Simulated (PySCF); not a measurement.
**Basis-set dependence of TlSi at CCSD(T)**

PySCF, UHF reference; quartet, unpaired electrons σ ↑, π ↑↑; De to Tl + Si without counterpoise correction. Frozen cores follow the default of each basis and core potential.

| basis | relativity | functions | Re (Å) | ωe (cm⁻¹) | De (eV) | frozen orbitals |
| --- | --- | --- | --- | --- | --- | --- |
| def2-SVP | scalar-relativistic core potentials | 44 | 2.697 | 237 | 1.89 | 9 |
| def2-SVPD | scalar-relativistic core potentials | 56 | 2.718 | 227 | 1.95 | 9 |
| def2-TZVPP | scalar-relativistic core potentials | 92 | 2.675 | 237 | 2.09 | 9 |

(1) How does each smaller set differ from the one with most functions, def2-TZVPP?

Correlated steps freeze 9 core orbitals. Correlated levels converge slowly with the basis: in double zeta they bind strong bonds too weakly, by up to about 1 eV, and carry superposition errors of some tenths. These are scalar-relativistic numbers at best; spin–orbit coupling would shift them, the dissociation energy most. The state is the lowest determinant that a PBE0 search found; another state may lie lower at other levels.

Results:

(1) def2-SVP: +2.2 pm, +0.0 % in ωe, -0.20 eV in De; def2-SVPD: +4.3 pm, -4.2 % in ωe, -0.14 eV in De. All at CCSD(T); the set with most functions is neither the basis-set limit nor always the best.
